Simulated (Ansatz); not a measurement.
Coupled-cluster diagnostics for the cluster Nb3Si3, Ansatz.

Geometry of the doublet (PBE-D4/def2-SVP):

```xyz
6

Nb   -0.671   -1.125    0.635
Nb    0.197    1.050    1.521
Nb    1.742   -0.498    0.417
Si    0.567   -1.395   -1.616
Si    0.082    0.881   -1.117
Si   -1.916    1.088    0.160
```

In the def2 sets Nb takes a core potential; there is no spin–orbit coupling. Correlated methods freeze 15 core orbitals; core or outer-core shells of Nb are correlated, in sets that lack core-valence functions. In CCSD on the charge 0 quartet the largest single amplitude is 0.27, so its Hartree–Fock determinant may place the open shell otherwise than the density functionals do. Another isomer (doublet) lies 0.09 eV lower at PBE0-D4/def2-TZVP.

Geometry of the charge 0 quartet (PBE-D4/def2-SVP):

```xyz
6

Nb    1.096   -0.037   -0.971
Nb   -0.832    1.648   -0.335
Nb   -1.493   -0.550   -0.997
Si    0.179   -2.224   -0.058
Si   -0.243   -0.319    1.304
Si    1.293    1.482    1.056
```

**Question.** Estimate the CCSD(T) correlation energy, the shares of MP2 and (T), T1 and the reference's ⟨S²⟩ for: charge 0, doublet, own geometry in def2-SVP; charge 0, quartet, own geometry in def2-SVP; charge 1, singlet, vertical in def2-SVP; and the rough time on 4 threads of Arm Neoverse V2 on a shared host.

**Answer.** 
| state | basis | correlation (eV) | MP2 share (%) | (T) share (%) | T1 | ⟨S²⟩ (pure) | wall time | remarks |
| --- | --- | --- | --- | --- | --- | --- | --- | --- |
| charge 0, doublet, own geometry | def2-SVP | -37.575 | 93.6 | 9.1 | 0.114 | 4.02 (0.75) | 4.5 min | large T1 (0.114), spin-contaminated (⟨S²⟩ 4.02) |
| charge 0, quartet, own geometry | def2-SVP | -36.652 | 90.0 | 9.3 | 0.124 | 6.74 (3.75) | 4.8 min | large T1 (0.124), spin-contaminated (⟨S²⟩ 6.74) |
| charge 1, singlet, vertical | def2-SVP | -38.106 | 106.9 | 9.5 | 0.109 | 0.00 (0.00) | 1.7 min | flagged by the program, large T1 (0.109), restricted SCF unstable |
Customary marks for T1 are 0.02 (closed shells), 0.045 (open shells) and about 0.05 (3d metals). T1 exceeds 0.02 in 3 of 3 rows and 0.045 in 3; the higher it lies, the less the single-reference result can be trusted.
